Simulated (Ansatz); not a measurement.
Ansatz results at the PBE0-D4/def2-TZVP geometry: size of the dipole moment (B3LYP/def2-TZVPP) 3.23 D; size of the dipole moment (ωB97M-V/def2-TZVPP) 3.19 D; HOMO energy (PBE/def2-TZVPP) -7.15 eV.

Each molecule was computed in one conformer, which needn't be the lowest.

(1) Which molecule gave them?
A. `[NH2][Nb]([NH2])([NH2])=[O]`
B. `[NH]=[Nb]([F])([Cl])[Cl]`
C. `[OH][Nb]([OH])([OH])([F])[F]`
D. `C[O][Nb](=[O])([Cl])[O]C`

## Answers

(1) D. The others give `[OH][Nb]([OH])([OH])([F])[F]`: 3.30, 3.25, -7.83; `[NH]=[Nb]([F])([Cl])[Cl]`: 1.42, 1.49, -7.40; `[NH2][Nb]([NH2])([NH2])=[O]`: 3.48, 3.49, -5.48.

B3LYP here is the variant with VWN-RPA as its local correlation; programs differ in this.
